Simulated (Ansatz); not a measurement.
```yaml
atoms:
  - { symbol: C, position_ang: [0.0000, -0.2943, -2.3434] }
  - { symbol: C, position_ang: [0.0000, 0.4758, -1.1752] }
  - { symbol: C, position_ang: [0.0000, -0.2879, 0.0000] }
  - { symbol: C, position_ang: [0.0000, 0.4758, 1.1752] }
  - { symbol: C, position_ang: [0.0000, -0.2943, 2.3434] }
  - { symbol: H, position_ang: [0.0000, 0.2849, -3.1742] }
  - { symbol: H, position_ang: [0.8164, -0.8939, -2.3894] }
  - { symbol: H, position_ang: [-0.8164, -0.8939, -2.3894] }
  - { symbol: H, position_ang: [-0.8093, 1.0906, -1.1722] }
  - { symbol: H, position_ang: [0.8093, 1.0906, -1.1722] }
  - { symbol: H, position_ang: [0.8099, -0.9038, 0.0000] }
  - { symbol: H, position_ang: [-0.8099, -0.9038, 0.0000] }
  - { symbol: H, position_ang: [-0.8093, 1.0906, 1.1722] }
  - { symbol: H, position_ang: [0.8093, 1.0906, 1.1722] }
  - { symbol: H, position_ang: [0.0000, 0.2849, 3.1742] }
  - { symbol: H, position_ang: [-0.8164, -0.8939, 2.3894] }
  - { symbol: H, position_ang: [0.8164, -0.8939, 2.3894] }
```

Basis set: 6-31G* (spherical functions). Correlated methods keep 5 orbitals frozen. Charge 0, multiplicity 1.

Computed with Ansatz (development build ahead of 0.2.0); each method stands on the lowest determinant of its kind that the runs found. Restricted open shells among the atoms or ions are ROHF, correlated in semicanonical orbitals with singles.

Task: Give the atomization energy at this shape (free ground-state atoms in the same class of orbitals less the molecule, no zero-point energy) of singlet C₅H₁₂ by RHF-MP2, RHF.

Result:

| method | atomization energy |
| --- | --- |
| RHF-MP2 | 1408.03 kcal/mol |
| RHF | 1173.19 kcal/mol |

Caution: no unrestricted run beside it, a lower state can exist; the shape is not the minimum.
